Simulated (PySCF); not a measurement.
A run for PySCF: R-MP2/6-31G* on C2H4O3 (a complex), monomers drawn apart or pushed together.

```python
from pyscf import gto, scf, dft, mp
from pyscf.data.elements import chemcore

mol = gto.M(
    atom='''
    O     0.09206067   -1.04048031   -0.02434827
    C    -0.03155531    0.03655820    0.38639047
    O    -0.15904639    1.13147955    0.74846678
    C    -0.08454947    0.09586913    4.45030639
    O     0.13610177   -0.82200947    3.38569157
    H    -1.02767797   -0.10038593    4.97047890
    H    -0.13554436    1.08544526    4.00020655
    H     0.73447739    0.08272832    5.17663529
    H     0.17543070   -1.71655900    3.73704414
    ''',
    basis='6-31g*',
    cart=True,
    charge=0, spin=0, verbose=3, max_memory=1800)
mf = scf.RHF(mol)
mf.conv_tol = 1e-8
mf.max_cycle = 100
mf.kernel()
if not mf.converged:
    mf = mf.newton().run(mf.mo_coeff, mf.mo_occ)
pt = mp.MP2(mf, frozen=chemcore(mol)).run()
```

The log:

```
converged SCF energy = -302.672210330744
E(RMP2) = -303.457357546435  E_corr = -0.785147215691326
E(SCS-RMP2) = -303.432471182094  E_corr = -0.760260851350485
```

The calculation finished and met its thresholds.

Cost: roughly 1.3 core-seconds.
